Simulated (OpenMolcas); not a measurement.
Computed transition rates of Cs

```json
{
  "Program": "OpenMolcas 26.06",
  "Method": "SS-CASPT2, IPEA 0.25 Eh, imaginary shift 0.1 Eh (closed shells correlated: 5s 5p)",
  "Basis": "ANO-RCC-VTZP [8s7p4d2f1g]",
  "Scalar Hamiltonian": "DKH2, point nucleus",
  "Active space": "1 electron in 9 orbitals (5d 6s 6p)",
  "State averaging": "2S+1 = 2 even, 6 roots; 2S+1 = 2 odd, 3 roots",
  "Spin-orbit coupling": "RASSI with atomic mean-field integrals over the reference wave functions, term energies averaged over their components"
}
```

Rates come from the transition moments of the reference wave functions (E1 and E2 in the length form). At fixed line strength A goes as λ^-3 for E1 and M1 and as λ^-5 for E2, so a rate at the computed wavelength can be rescaled to the measured one. Measured vacuum wavelengths follow from level energies in NIST Handbook of Basic Atomic Spectroscopic Data. Branching counts decays inside the model space alone, at computed energies, and the table is only a selection of the E1 lines, drawn from those between levels with measured partners whose computed energy lies within a factor of 1.5 of the measured one.

```json
{"Upper": "6p 2P* 3/2", "Lower": "6s 2S 1/2", "Type": "E1", "λ computed (nm)": "903.8", "λ measured (nm)": "852.3", "A computed (s-1)": "3.75e+07", "A rescaled (s-1)": "4.47e+07", "Branching %": "100.0"}
{"Upper": "6p 2P* 1/2", "Lower": "6s 2S 1/2", "Type": "E1", "λ computed (nm)": "929.5", "λ measured (nm)": "894.6", "A computed (s-1)": "3.44e+07", "A rescaled (s-1)": "3.86e+07", "Branching %": "100.0"}
{"Upper": "5d 2D 5/2", "Lower": "6p 2P* 3/2", "Type": "E1", "λ computed (nm)": "2522", "λ measured (nm)": "3491", "A computed (s-1)": "2.14e+06", "A rescaled (s-1)": "8.07e+05", "Branching %": "100.0"}
{"Upper": "5d 2D 3/2", "Lower": "6p 2P* 1/2", "Type": "E1", "λ computed (nm)": "2420", "λ measured (nm)": "3011", "A computed (s-1)": "2.01e+06", "A rescaled (s-1)": "1.04e+06", "Branching %": "86.3"}
{"Upper": "5d 2D 3/2", "Lower": "6p 2P* 3/2", "Type": "E1", "λ computed (nm)": "2614", "λ measured (nm)": "3614", "A computed (s-1)": "3.19e+05", "A rescaled (s-1)": "1.21e+05", "Branching %": "13.7"}
```

The largest correction is for 5d 2D 5/2 → 6p 2P* 3/2 (E1): 2.14e+06 × (2522 / 3491)^3 = 8.07e+05 s-1, a factor of 0.38.

The computed rate and branching of 6p 2P* 1/2 → 6s 2S 1/2 give the upper level a radiative lifetime of 1.000 / 3.44e+07 s-1 = 2.91e-08 s, counting decays inside the model space alone. The rescaled rate gives about 2.6e-08 s.

No measured rate stands beside these. Rescaling mends the energy factor alone: line strengths can still be far off where a level mixes with configurations outside the active space, and weak or spin-changing lines hang on small mixing coefficients that depend on the term gaps too, so rescaling need not improve them.

ANO sets are built for ground and valence states and can reach diffuse excited orbitals poorly. With one active electron, CASPT2 adds the correlation within the correlated inactive shells and between them and that electron, and leaves the splitting within a term as the reference gives it. Computed and measured levels are paired by configuration, term and J; levels that our copy of the source lacks, or whose pairing is in doubt (as where it misses far off the trend of its configuration), stay unpaired. Levels of configurations outside the active space are missing.

* marks odd parity.
